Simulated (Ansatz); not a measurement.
H4HfS, SMILES [SH][HfH3], multiplicity 1.

Geometry optimised at PBE0-D3(BJ)/def2-TZVP. The spin state was assumed, not searched. The def2 effective core potentials stand for the cores of Hf; spin–orbit coupling is left out.

Two levels are set side by side: PBE/def2-TZVPD (Ansatz, a program for electronic structure) and PBE0/def2-TZVPD (Ansatz). Energy differences of separate SCF runs at the same geometry; the states with an electron removed or added have multiplicity 2 and 2. Differences are taken from unrounded values.

```
quantity                            PBE0   PBE  PBE minus PBE0
---------------------------------  -----  ----  --------------
vertical ionisation energy (eV)    10.13  9.76           -0.37
vertical electron affinity (eV)     0.37  0.38            0.01
vertical singlet–triplet gap (eV)   4.05  3.75           -0.30
```
